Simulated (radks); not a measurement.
Values are calculated unless marked as measured or tabulated.
Species: the barium ion Ba2+. Configuration: [Kr] 4d10 5s2 5p5.5 5d0.5 (fractional occupations, a model configuration).

Level of theory: Dirac Kohn-Sham, PBE, spin-unpolarised, spherical densities, finite nucleus; open shells fill j = l - 1/2 first; Fermi nuclear charge, rms radius 4.8378 fm (a radial shooting solver on a logarithmic mesh with Libxc functionals).

Energy parts (eV):
total: -221449.22
kinetic: 236381.75
electron-nucleus: -537803.27
Hartree: 85355.81
exchange-correlation: -5383.51

Orbitals (lengths in bohr, moments of r in powers of bohr; <r^-3> diverges for s and p1/2; r(90%) holds 90 % of the orbital's charge):
| orbital | occ. | eigenvalue (eV) | <r^-3> | r(90%) |
|---|---|---|---|---|
| 1s1/2 | 2 | -37240.24 | - | 0.0461 |
| 2s1/2 | 2 | -5895.818 | - | 0.170 |
| 2p1/2 | 2 | -5554.690 | - | 0.151 |
| 2p3/2 | 4 | -5172.953 | 6295 | 0.159 |
| 3s1/2 | 2 | -1255.603 | - | 0.429 |
| 3p1/2 | 2 | -1112.393 | - | 0.423 |
| 3p3/2 | 4 | -1038.604 | 1247 | 0.440 |
| 3d3/2 | 4 | -787.3168 | 202.6 | 0.415 |
| 3d5/2 | 6 | -771.5879 | 185.5 | 0.420 |
| 4s1/2 | 2 | -257.5400 | - | 0.969 |
| 4p1/2 | 2 | -205.4702 | - | 1.01 |
| 4p3/2 | 4 | -190.0858 | 260.8 | 1.05 |
| 4d3/2 | 4 | -105.0226 | 34.39 | 1.20 |
| 4d5/2 | 6 | -102.4053 | 31.22 | 1.21 |
| 5s1/2 | 2 | -46.9667 | - | 2.34 |
| 5p1/2 | 2 | -33.2915 | - | 2.66 |
| 5p3/2 | 3.5 | -31.1349 | 36.36 | 2.77 |
| 5d3/2 | 0.5 | -13.6220 | 2.638 | 4.15 |
| 5d5/2 | 0 | -13.4242 | 2.387 | 4.21 |

The highest occupied level is 5d3/2 at -13.622 eV. The electron density at the nucleus is 3.227e+05 e/bohr^3. The density falls to 0.001 e/bohr^3 at r = 3.88 bohr. Summed over all electrons, <r^2> = 45.89 bohr^2, which gives a Langevin (diamagnetic) susceptibility term of -36.3 x 10^-6 cm^3/mol.
